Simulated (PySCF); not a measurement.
C2H3N. Atoms are numbered in the order given.

```xyz
6

C      0.0000     0.0000    -1.0998
N      0.0000     0.0000     0.3097
C      0.0000     0.0000     1.4738
H     -0.8884     0.5129    -1.4705
H      0.8884     0.5129    -1.4705
H      0.0000    -1.0258    -1.4705
```
Charge 0, spin multiplicity 1.

The structure is a stationary point at PBE0-D3(BJ)/def2-TZVP.

Computed with TDDFT-B3LYP/def2-SVPD run with PySCF 2.14.0.

Vertical excitations; the highest root listed may be one member of a degenerate set. Gas-phase values at a fixed geometry. State labels are in the subgroup Cs.

Problem. Give excitation energies, oscillator strengths and character. (Estimate from the structure and the level; the computed values follow.)

Solution. 
```csv
state,symmetry,energy (eV),λ (nm),f,main pairs
S1,A',7.73,160,0.009,HOMO→LUMO 99 %
S2,A',8.05,154,0.066,HOMO→LUMO+1 (degenerate set)
S3,A",8.05,154,0.066,HOMO→LUMO+2 (degenerate set)
S4,A",8.07,154,0.000,"HOMO−1→LUMO+1 49 %, HOMO−2→LUMO+2 49 %"
S5,A",8.30,149,0.002,"HOMO−2→LUMO+2, HOMO−1→LUMO+1 (degenerate set)"
S6,A',8.30,149,0.002,"HOMO−2→LUMO+1, HOMO−1→LUMO+2 (degenerate set)"
S7,A",8.65,143,0.006,HOMO−1→LUMO (degenerate set)
S8,A',8.65,143,0.006,HOMO−2→LUMO (degenerate set)
S9,A',9.62,129,0.074,HOMO→LUMO+3 85 %
S10,A',10.30,120,0.019,HOMO→LUMO+4 99 %
T1,A',5.84,212,0,HOMO→LUMO+1 (degenerate set)
T2,A",5.84,212,0,HOMO→LUMO+2 (degenerate set)
T3,A',6.83,182,0,"HOMO−1→LUMO+2 47 %, HOMO−2→LUMO+1 47 %"
T4,A',7.32,169,0,"HOMO−1→LUMO+2 48 %, HOMO−2→LUMO+1 48 %"
```
Triplets are in the Tamm–Dancoff approximation, which puts them higher than full response would, so one can lie above its singlet here.
